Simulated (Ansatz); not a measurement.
Consider the ligand exchange at a Ti–C bond: `[Cl][Ti]([Cl])([Cl])[c]1ccccc1` + `O[Si](O)(O)O` → `O[Si](O)(O)[O][Ti]([Cl])([Cl])[Cl]` + `c1ccccc1`.

Isolated molecules relaxed with PBE0-D4/def2-TZVP in Ansatz; ΔE leaves out vibrations. CBS: MP2 limit from def2 TZ/QZ plus the TZ coupled-cluster correction, frozen cores. This one scheme is used for every species. Functionals use def2-TZVPP. For Ti outer-core shells are correlated without core-valence functions, which leaves a few kJ/mol of doubt a bond. Scalar relativity is left out up to krypton. Each species was taken in one conformer, which may not be the lowest.

`[Cl][Ti]([Cl])([Cl])[c]1ccccc1`:

```xyz
15

Cl    2.474   -1.862    2.253
Ti    0.777   -0.496    2.372
Cl   -0.964   -1.424    3.294
Cl    1.299    1.399    3.319
C     0.217   -0.080    0.482
C    -0.413    1.133    0.183
C    -0.874    1.383   -1.099
C    -0.713    0.427   -2.093
C    -0.092   -0.780   -1.808
C     0.371   -1.036   -0.527
H    -0.542    1.890    0.950
H    -1.359    2.326   -1.325
H    -1.073    0.626   -3.096
H     0.034   -1.524   -2.586
H     0.858   -1.982   -0.319
```

`O[Si](O)(O)O`:

```xyz
9

O    -0.419   -0.785   -1.367
Si    0.000    0.000    0.000
O    -0.684    1.478   -0.090
O     1.598    0.245    0.218
O    -0.495   -0.938    1.239
H    -0.461   -0.260   -2.167
H    -0.316    2.156    0.479
H     2.100   -0.492    0.569
H    -1.323   -1.405    1.119
```

`O[Si](O)(O)[O][Ti]([Cl])([Cl])[Cl]`:

```xyz
12

O    -0.107    0.470    2.164
Si    0.251    0.899    0.645
O     1.632    1.745    0.632
O    -0.875    1.786   -0.123
O     0.399   -0.543   -0.147
Ti   -0.154   -1.900   -1.086
Cl   -0.103   -3.716    0.111
Cl   -2.215   -1.427   -1.657
Cl    1.087   -2.109   -2.866
H    -0.032    1.136    2.849
H     1.804    2.304   -0.127
H    -1.688    1.356   -0.395
```

`c1ccccc1`:

```xyz
12

C     0.627    0.810   -0.935
C     0.263    1.329    0.299
C    -0.364    0.519    1.234
C    -0.627   -0.810    0.935
C    -0.263   -1.329   -0.299
C     0.364   -0.519   -1.234
H     1.117    1.444   -1.666
H     0.469    2.367    0.533
H    -0.648    0.924    2.199
H    -1.117   -1.444    1.666
H    -0.469   -2.367   -0.533
H     0.648   -0.924   -2.199
```

Q: Is it downhill or uphill in electronic energy at CCSD(T)/CBS, and by how much? (Best estimate.)

A: Computed: Downhill: ΔE = -162.5 kJ/mol.

Q: What do these levels give: BLYP-D4, BHLYP-D4, CAM-B3LYP-D4, ωB97M-V, PBE, r2SCAN, BHLYP, LC-ωPBE, HF/def2-TZVPP, MP2/def2-TZVPP, CCSD/def2-TZVPP, MP2/CBS(def2)? (Estimate.)

A: Computed: BLYP-D4 -176.7, BHLYP-D4 -177.4, CAM-B3LYP-D4 -181.9, ωB97M-V -172.3, PBE -174.3, r2SCAN -177.9, BHLYP -180.9, LC-ωPBE -179.9, HF/def2-TZVPP -188.0, MP2/def2-TZVPP -160.2, CCSD/def2-TZVPP -169.7, MP2/CBS(def2) -153.6 kJ/mol.

Largest T1 diagnostic among the species: 0.021, so the coupled-cluster value is less sure than usual.

In def2-TZVPP, CCSD(T) changes the Hartree–Fock value by +18.8 kJ/mol (the triples alone add +0.5 kJ/mol) and MP2 by +27.7 kJ/mol. The D4 term adds +4.4 kJ/mol with B3LYP and +2.6 kJ/mol with PBE0; it sums over pairs of atoms, weighted by their polarisabilities, and B3LYP, whose exchange is more repulsive, gets the larger term.

B3LYP here is the variant with VWN-RPA as its local correlation; programs differ in this.
